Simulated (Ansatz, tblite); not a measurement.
Spin states of the cluster B₃As₃ (the lowest singlet isomer of a short search), each relaxed with r2SCAN-D4/def2-SVP in Ansatz. Electronic energies in the gas phase.

The xTB rows come from tblite. Correlated methods freeze 30 core orbitals; core or outer-core shells of As are correlated, in sets that lack core-valence functions. The rows differ in basis, and correlated rows in double-zeta sets carry the largest basis error. The structure comes from a short search, and lower isomers may exist.

Singlet geometry (Cs within 0.1 Å):

```xyz
6

B    -0.6088   -0.5718   -0.1883
B     1.1387   -0.5272   -0.3170
B     0.3654    0.5572   -1.1096
As    0.3374   -1.5532    1.2396
As   -1.5476    1.0901   -0.6924
As    0.3149    1.0049    1.0678
```

Triplet geometry (Cs within 0.1 Å):

```xyz
6

B     0.7995    0.0003    0.3933
B     0.2828    0.4150   -1.2758
B     0.0133   -1.1687   -0.7195
As    0.4774    1.9308    0.1540
As   -0.1117   -1.4690    1.3439
As   -1.4614    0.2916    0.1041
```

Quintet geometry:

```xyz
6

B     0.394    0.835   -0.479
B    -0.354   -0.651   -0.955
B     0.088   -0.533    0.629
As   -0.585    0.847   -2.180
As    1.680    0.716    0.979
As   -1.223   -1.215    2.007
```

⟨S²⟩: triplet 2.01 at PBE0-D4/def2-TZVP (pure 2.00), quintet 6.04 at PBE0-D4/def2-TZVP (pure 6.00).

Run but left out: HF/def2-SVP, HF/def2-TZVP (singlet: restricted singlet, unstable towards broken spin symmetry); MP2/def2-SVP, MP2/def2-TZVP (quintet: ⟨S²⟩ 6.22 to 6.23, where a pure state has 6.00).

Only these spin states were relaxed. The quintet has other bonds than the singlet, so the gap mixes isomer and spin.

| level | triplet − singlet (kcal/mol) | quintet − singlet (kcal/mol) | lowest of these | remarks |
| --- | --- | --- | --- | --- |
| GFN1-xTB | 27.7 | 75.3 | singlet | – |
| GFN2-xTB | 48.4 | 60.9 | singlet | – |
| PBE-D4/def2-TZVP | 43.5 | 51.3 | singlet | – |
| r2SCAN-D4/def2-TZVP | 38.6 | 43.9 | singlet | – |
| B97M-V/def2-TZVP | 45.3 | 49.3 | singlet | – |
| PBE0-D4/def2-TZVP | 42.6 | 48.8 | singlet | – |
| B2PLYP/def2-TZVP | 46.7 | 49.5 | singlet | – |
| CCSD/def2-SVP | 45.8 | 35.1 | singlet | restricted SCF unstable (singlet), spin-contaminated (⟨S²⟩ 6.22) (quintet) |
| CCSD(T)/def2-SVP | 47.3 | 41.5 | singlet | restricted SCF unstable (singlet), spin-contaminated (⟨S²⟩ 6.22) (quintet) |

Change of the quintet − singlet gap on mixing in exact exchange, in kcal/mol: PBE to PBE0 (25 % exact exchange) -2.5.

The xTB methods have no term that favours high spin, so they put low spin too low.
